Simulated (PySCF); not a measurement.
H6AlBO6Si, SMILES [O]([Al]([OH])[OH])[SiH2]OB(O)O, GFN2-xTB optimised geometry.

```
15

B     -2.23     0.00     0.00
O     -2.96     1.14     0.00
O     -2.90    -1.17     0.00
O     -0.87     0.00     0.00
Si     0.46     0.91     0.07
O      1.72    -0.08    -0.10
Al     2.96    -1.21    -0.10
O      3.67    -1.71    -1.52
O      3.43    -1.81     1.36
H     -2.45     1.95     0.00
H     -2.33    -1.95     0.00
H      0.52     1.57     1.37
H      0.48     1.81    -1.09
H      3.59    -1.54    -2.45
H      4.05    -2.41     1.75
```

Density from PBE0/def2-TZVP in PySCF 2.14.0 at that geometry.

Minimum of the electron density along straight lines between bonded atoms, close to the bond critical point (lines longer than 1.1 times the sum of covalent radii, or with two minima, are not listed):

```csv
bond,length / Å,ρ at the minimum / e bohr⁻³,∇²ρ there / e bohr⁻⁵,position (fraction from the first atom)
B1–O2,1.355,0.215,0.93,0.33
B1–O3,1.351,0.218,0.94,0.33
B1–O4,1.357,0.204,1.01,0.33
O4–Si5,1.610,0.144,0.98,0.59
Si5–O6,1.611,0.145,0.96,0.42
O6–Al7,1.678,0.111,0.85,0.57
Al7–O8,1.657,0.118,0.93,0.43
Al7–O9,1.650,0.120,0.95,0.43
O2–H10,0.955,0.365,-2.52,0.81
O3–H11,0.957,0.364,-2.52,0.81
Si5–H12,1.463,0.128,0.16,0.49
Si5–H13,1.467,0.127,0.17,0.49
O8–H14,0.947,0.366,-2.58,0.82
O9–H15,0.947,0.366,-2.58,0.82
```
